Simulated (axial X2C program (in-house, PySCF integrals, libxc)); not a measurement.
**MgIn along the bond: PBE0, 2c**

All values were computed with an in-house all-electron X2C program for linear molecules (integrals from PySCF). Two-component (2c) means X2C with spin–orbit coupling and atomic mean-field two-electron Coulomb and Gaunt terms. Basis: In dyall-cv3z [11s12p9d4f1g], Mg dyall-cv3z [9s8p6d3f] (cores contracted in-house); Gaussian nuclei, density fitting, unrestricted open shells. Masses: In 114.904 u, Mg 23.985 u.

State: Ω = 1/2 (⟨Sz⟩ = -0.45, ⟨Lz⟩ = 0.95 at PBE0). Dipoles are positive if Mg is the positive end.

| R (Å) | μ (D) | HOMO (eV) | LUMO (eV) |
| --- | --- | --- | --- |
| 2.780 | 1.068 | -3.89 | -2.34 |
| 2.872 | 1.041 | -3.83 | -2.29 |
| 2.963 | 1.006 | -3.79 | -2.24 |
| 3.055 | 0.964 | -3.75 | -2.20 |
| 3.162 | 0.907 | -3.71 | -2.16 |
| 3.269 | 0.840 | -3.68 | -2.12 |
| 3.406 | 0.738 | -3.65 | -2.07 |

Problem. The minimum lies at 3.032 Å. What is the dipole moment there, and its slope?

Solution. At PBE0, 2c, with the sign and origin stated: μ = 0.98 D, dμ/dR = -0.48 D/Å.

One determinant describes the state; a PBE0 search over occupations chose it and may have missed a lower one. Density functionals use the spin component along the axis (collinear). Other states lie close and PBE0, whose exact exchange favours high spin, may order them wrongly; the determinant shown need not be the ground state. The nearest other 2c determinant of the search, Ω = 3/2, lies 0.18 eV up at the distance of the search. Without a current term, density functionals place determinants with orbital angular momentum somewhat too high.
